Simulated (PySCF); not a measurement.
HSi, SMILES [SiH] (connectivity only; charge and spin as stated), charge +1, multiplicity 1.

Geometry: r2SCAN-D4/def2-TZVPD.

Computed with TDA-B3LYP/def2-TZVPD run with PySCF 2.14.0.

Vertical excitations; the highest root listed may be one member of a degenerate set. Gas-phase values at a fixed geometry. State labels are in the subgroup C2v.

```
state  symmetry  energy (eV)  λ (nm)      f                                   main pairs
-----  --------  -----------  ------  -----  -------------------------------------------
S1           B2         3.41     364  0.022                 HOMO→LUMO+1 (degenerate set)
S2           B1         3.41     364  0.022                   HOMO→LUMO (degenerate set)
S3           A1         9.76     127  0.589           HOMO→LUMO+3 56 %, HOMO→LUMO+2 43 %
S4           B2         9.85     126  0.047  HOMO−1→LUMO+1, HOMO→LUMO+5 (degenerate set)
S5           B1         9.85     126  0.047    HOMO−1→LUMO, HOMO→LUMO+4 (degenerate set)
S6           A1        10.68     116  0.544           HOMO→LUMO+2 51 %, HOMO→LUMO+3 43 %
S7           A2        10.88     114  0.000                 HOMO→LUMO+6 (degenerate set)
S8           A1        10.88     114  0.000                 HOMO→LUMO+7 (degenerate set)
S9           B2        11.89     104  0.961  HOMO→LUMO+5, HOMO−1→LUMO+1 (degenerate set)
S10          B1        11.89     104  0.961    HOMO→LUMO+4, HOMO−1→LUMO (degenerate set)
T1           B1         2.05     604      0                   HOMO→LUMO (degenerate set)
T2           B2         2.05     604      0                 HOMO→LUMO+1 (degenerate set)
T3           A1         7.10     175      0                             HOMO→LUMO+2 97 %
T4           B2         7.55     164      0                           HOMO−1→LUMO+1 95 %
```
Triplets are in the Tamm–Dancoff approximation.
